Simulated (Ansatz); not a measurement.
C$_{3}$H$_{8}$BGaO. Charge 0, multiplicity 1. Correlated methods include outer-core shells of Ga, which these sets cover unevenly. Scalar relativity is left out up to krypton. The bonds changed during the relaxation, so this is another structure than the one it started from.

```xyz
14

C    -1.244    1.413    0.227
C    -0.085    0.721    0.934
B     0.822   -0.151   -0.078
Ga   -0.076   -1.697   -1.229
C     1.931   -0.958    0.485
O     2.753   -1.637    0.890
H    -1.829    2.023    0.921
H    -0.883    2.071   -0.568
H    -1.924    0.691   -0.233
H     0.543    1.479    1.414
H    -0.474    0.097    1.745
H    -1.612   -1.595   -1.562
H     0.772   -2.853   -1.886
H     1.307    0.397   -1.056
```

Task: Give the diagnostics of a CCSD(T)/def2-TZVPP run (frozen core, Ansatz 0.2.0). (An estimate is asked.)

Result: Ansatz gave: T1 = 0.0144, largest single amplitude 0.024, largest double 0.028, (T) share of the correlation energy 4.3 %, 10 CCSD cycles. The RHF solution is stable towards an unrestricted one. T1 lies under the customary mark of 0.02 for closed shells.
